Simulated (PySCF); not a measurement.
Si(Cl)2(GeH3)(OH) (Cl2GeH4OSi), SMILES O[Si](Cl)(Cl)[GeH3].

Geometry: ωB97X-D3(BJ)/def2-SVP. This is a generated structure with no PubChem entry under its InChIKey; it may be hypothetical. Other conformers were not sampled.

Two levels are set side by side: PBE/def2-TZVP (PySCF) and HF/def2-TZVP (PySCF). Same geometry, gas phase. Differences are taken from unrounded values.

```tsv
quantity	HF
orbital gap (eV)	14.36
highest occupied level (eV)	-11.29
lowest empty level (eV)	3.07
dipole moment (D)	0.86
mean polarisability (bohr³)	76.0
```

Problem. What does PBE give, and how far is it from HF? (Estimate from the structure and the level; the computed values follow.)

Solution. 
| quantity | PBE | PBE minus HF |
|---|---|---|
| orbital gap (eV) | 6.30 | -8.06 |
| highest occupied level (eV) | -7.33 | 3.96 |
| lowest empty level (eV) | -1.02 | -4.09 |
| dipole moment (D) | 0.84 | -0.02 |
| mean polarisability (bohr³) | 85.8 | 9.8 |

PBE's occupied levels lie high since its potential decays too fast outside the molecule; exact exchange lowers them and widens the gap. PBE's more diffuse valence density responds more strongly to a field. Differences between two approximate levels are no errors against the true value.

Rough cost on one machine, each run with all the roots and properties that it gave: HF against PBE about 1/3.
